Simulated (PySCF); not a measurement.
**Working out the ionisation energy of Au⁺**

Au⁺ [Xe] 4f14 5d10 (1S) → Au²⁺ [Xe] 4f14 5d9 (2D). Computed with PySCF 2.14 in aug-cc-pVDZ-PP with ECP60MDF (5s5p4d2f, 54 functions), with scalar relativity through the core potential. Frozen: 5s2 5p6. Energies in hartree (1 hartree = 27.21139 eV):

```json
{"part": "UHF", "Au⁺ (lower)": "-134.498460", "Au²⁺ (upper)": "-133.800562"}
{"part": "CCSD correlation", "Au⁺ (lower)": "-0.257970", "Au²⁺ (upper)": "-0.204194"}
{"part": "(T)", "Au⁺ (lower)": "-0.005982", "Au²⁺ (upper)": "-0.003572"}
```

Q: What does Hartree-Fock give?

A: (-133.800562) − (-134.498460) = 0.697898 hartree = 18.991 eV.

Q: What do CCSD and CCSD(T) give?

A: The CCSD correlation energies differ by 0.053776 hartree = 1.463 eV and the triples by 0.002410 hartree = 0.066 eV, so CCSD gives 20.454 eV and CCSD(T) 20.520 eV.

Reference: 20.203 ± 0.025 eV (measured; NIST Atomic Spectra Database, ionization energies), between the lowest levels; spin-orbit coupling is absent from the calculation.

A double-zeta basis recovers only part of the correlation energy.

What remains against the reference includes basis incompleteness, the frozen core and higher excitations.
